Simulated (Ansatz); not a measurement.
The cluster Nb3⁻, relaxed as a singlet with RKS PBE0-D4/def2-TZVPD in Ansatz, starting from packed atoms. Force threshold 0.02 eV/Å.

In the def2 sets Nb takes a core potential; there is no spin–orbit coupling. The highest occupied level of the charge -1 singlet lies above zero (up to 0.51 eV). The electron is either unbound and held by the finite basis, or the level is raised by self-interaction error. The relaxation made no stability test and no search for a lower SCF solution. No other spin state of charge -1 was run. The structure comes from a short search, and lower isomers may exist.

Start:

```xyz
3

Nb    0.684    0.709    1.534
Nb   -1.701    0.455   -0.422
Nb    1.017   -1.164   -1.112
```

| step | energy (eV) | largest force component (eV/Å) | SCF passes |
| --- | --- | --- | --- |
| 1 | -4638.3483 | 4.892 | 238 |
| 2 | -4641.4812 | 5.998 | 91 |
| 3 | -4644.2573 | 3.839 | 59 |
| 4 | -4645.3564 | 1.605 | 57 |
| 5 | -4645.5121 | 0.307 | 53 |
| 6 | -4645.5149 | 0.020 | 41 |
| 7 | -4645.5150 | 0.001 | 24 |

Force components are those of the run's own axes.

End:

```csv
atom,x (Å),y (Å),z (Å)
Nb1,0.5270,0.4918,1.0989
Nb2,-1.2323,0.3113,-0.3342
Nb3,0.7053,-0.8032,-0.7646
```

By distances, no bond broke or formed. The bond that changes most is Nb1–Nb3, from 3.26 to 2.28 Å (atoms count from 1). The end is the same structure that another start reached.

No frequencies were taken in this run, so the end may be a saddle point.

Hardware: 4 threads of Arm Neoverse V1 on a shared host. Wall time 21 s.
